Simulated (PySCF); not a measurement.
# Telling isomers of C₆H₅FSi apart by NMR

- PBE0/pcSseg-1 with gauge-including orbitals
- structure optimised with GFN2-xTB
- program: PySCF
- no solvent model, a single conformation, relativity neglected, one averaged value for each set of equivalent atoms

References, each an isolated molecule treated in the same way: ¹H (31.72 ppm), ¹³C (186.93 ppm) against TMS. Splittings of carbon signals by F and P are missing where no couplings were computed. Where no couplings were computed, multiplicities follow the n + 1 count of equivalent neighbours, and m marks all less simple cases (inequivalent or close neighbours, rings, F or P nearby). Shifts are as computed. Against solution values, carbons near 30 ppm lie about +3 ppm off and those near 130 ppm about +5 ppm. Of 1211 compounds with measured shifts, 218 miss one by over three times the rms of a fit or turn the order of signals round; such compounds aren't used in these exercises.

(1) Tabulate the signals of `C#CC1=CC(F)=C[SiH2]1`, `C#C[C@@H]1[C@H](F)[Si@@H]1C#C`, `C#CC1=CC=C[Si@H]1F`, `C#CC1=CC=C(F)[SiH2]1`, `C#C/C=C(/C#C)[SiH2]F`, `C#C[Si@@H]1C=CC=C1F` and their relative energies.

(2) What is the quickest way to tell C#CC1=CC=C(F)[SiH2]1 from C#C/C=C(/C#C)[SiH2]F?

(3) What is the quickest way to tell C#CC1=CC(F)=C[SiH2]1 from C#CC1=CC=C[Si@H]1F?

(4) What is the quickest way to tell C#C[C@@H]1[C@H](F)[Si@@H]1C#C from C#CC1=CC=C(F)[SiH2]1?

Answers

(1) 
```json
{"SMILES": "C#CC1=CC(F)=C[SiH2]1", "carbon types": "3×C 3×CH", "δC": "181.7, 156.7, 135.3, 101.0, 99.1, 87.0", "δH": "7.18 (m, 1H), 4.97 (m, 1H), 4.69 (m, 2H), 3.62 (s, 1H)", "E rel. (kcal/mol)": "38.9"}
{"SMILES": "C#C[C@@H]1[C@H](F)[Si@@H]1C#C", "carbon types": "2×C 4×CH", "δC": "106.9, 81.1, 79.2, 79.1, 77.1, 11.3", "δH": "5.05 (m, 1H), 3.46 (m, 1H), 1.92 (m, 1H), 1.90 (d, 1H), 1.51 (d, 1H)", "E rel. (kcal/mol)": "92.6"}
{"SMILES": "C#CC1=CC=C[Si@H]1F", "carbon types": "2×C 4×CH", "δC": "162.2, 158.1, 129.9, 128.9, 100.2, 87.1", "δH": "7.28 (m, 1H), 7.27 (m, 1H), 5.71 (m, 1H), 5.33 (m, 1H), 3.53 (s, 1H)", "E rel. (kcal/mol)": "0.0"}
{"SMILES": "C#CC1=CC=C(F)[SiH2]1", "carbon types": "3×C 3×CH", "δC": "186.1, 161.7, 132.2, 117.4, 93.6, 87.6", "δH": "7.31 (m, 1H), 6.55 (m, 1H), 4.59 (m, 2H), 3.14 (s, 1H)", "E rel. (kcal/mol)": "45.3"}
{"SMILES": "C#C/C=C(/C#C)[SiH2]F", "carbon types": "3×C 3×CH", "δC": "142.0, 140.7, 102.9, 101.7, 87.0, 85.7", "δH": "6.91 (m, 1H), 5.45 (m, 2H), 3.56 (s, 1H), 3.50 (d, 1H)", "E rel. (kcal/mol)": "40.4"}
{"SMILES": "C#C[Si@@H]1C=CC=C1F", "carbon types": "2×C 4×CH", "δC": "187.8, 155.3, 130.6, 122.1, 105.5, 82.1", "δH": "7.06 (m, 1H), 6.40 (m, 1H), 5.53 (m, 1H), 4.87 (m, 1H), 1.97 (d, 1H)", "E rel. (kcal/mol)": "40.9"}
```

Energies are electronic energies at PBE0/pcSseg-1 on these geometries, without zero-point or thermal terms, each for the one conformer computed, which needn't be the lowest.

(2) Both give the same number of carbon signals, with the same numbers of each carbon type, so the positions decide. The first has a fully substituted alkene carbon (C) at 186.1 ppm, the second a fully substituted alkene carbon (C) at 140.7 ppm. Their most deshielded carbons lie at 186.1 and 142.0 ppm. In the proton spectra the most deshielded non-exchanging signals are 7.31 (m, 1H) and 6.91 (m, 1H).

(3) Both give the same number of carbon signals, but DEPT or the intensities differ. The first has a fully substituted alkene carbon (C) at 181.7 ppm, the second an alkene CH at 129.9 ppm. Their most deshielded carbons lie at 181.7 and 162.2 ppm.

(4) Both give the same number of carbon signals, but DEPT or the intensities differ. The first has a three-membered-ring carbon (CH) at 11.3 ppm, the second a fully substituted alkene carbon (C) at 186.1 ppm. Their most deshielded carbons lie at 106.9 and 186.1 ppm. In the proton spectra the most deshielded non-exchanging signals are 5.05 (m, 1H) and 7.31 (m, 1H).
